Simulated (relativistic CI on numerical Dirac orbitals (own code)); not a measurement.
What each ingredient does to the levels of La⁴⁵⁺

Base calculation: Dirac-Coulomb-Breit CI, KLI orbitals optimised for each configuration, model QED, unscaled Slater integrals.

Configurations in the expansion (outside the closed core [Ne]): 3s2, 3s.3p, 3p2, 3s.3d, 3d2, 3p.3d, 3p.4s, 3d.4s, 3s.4s, 3s.4p, 3s.4d, 3s.4f, 3s.5s, 3s.5p, 3s.5d, 3s.5f, 4s2, 3s.5g, 3s.6s, 3s.6p, 3s.6d. Levels of other configurations are missing.

Variants: (1) valence Slater integrals scaled by 0.9; (2) non-relativistic limit. Shifts of the energy above 3s2 1S_0, in eV, for the lowest level and the first level of each name with at least 55 % of one term (blank where a level changes its place among those of its configuration and J or its character, or is not in the variant):

| Level | Base | Δ(1) | Δ(2) |
| --- | --- | --- | --- |
| 3s2 1S_0 | 0.000 | 0.000 | 0.000 |
| 3s.3p 3P°_0 | 93.526 | +0.410 | -9.513 |
| 3s.3p 3P°_1 | 103.515 | -0.337 | -19.501 |
| 3s.3p 3P°_2 | 202.098 | +0.449 | -118.085 |
| 3p2 3P_0 | 225.462 | -0.957 | -31.623 |
| 3s.3p 1P°_1 | 230.425 | -2.357 | -110.935 |
| 3p2 1D_2 | 323.266 | +0.556 | -130.314 |
| 3p2 3P_1 | 324.278 | +0.011 | -130.439 |
| 3s.3d 3D_1 | 357.325 | -0.325 | -122.411 |
| 3s.3d 3D_2 | 363.051 | -0.731 | -128.137 |
| 3s.3d 3D_3 | 381.623 | -0.317 | -146.709 |
| 3s.3d 1D_2 | 393.286 | -1.401 | -132.809 |
| 3p2 1S_0 | 453.203 | -1.976 | -229.172 |
| 3p.3d 3F°_2 | 458.492 | +0.624 | -133.794 |
| 3p.3d 3D°_1 | 483.059 | -1.828 | -143.586 |
| 3p.3d 3F°_3 | 496.455 | -0.449 | -171.756 |
| 3p.3d 3P°_0 | 583.628 | -1.059 | -242.882 |
| 3p.3d 3P°_1 | 584.120 | -1.093 | -243.374 |
| 3p.3d 3F°_4 | 591.552 | +0.595 | -266.853 |
| 3p.3d 1F°_3 | 617.442 | -2.314 | -252.543 |
| 3p.3d 1P°_1 | 626.204 | -3.204 | -256.932 |
| 3d2 3F_2 | 723.397 | -0.215 | -249.455 |

At this charge energies of transitions that change n are usually good to better than 1 %, and those within a shell (Δn = 0) to a few per cent.

Ionisation energy from the two ground configurations alone: base 3703.39 eV. The NIST ASD value (theoretical) is 3704 eV.

LS names give the leading component of a level, which can be under half, so a name can repeat, a term be missing and a line seem to break the LS rules.
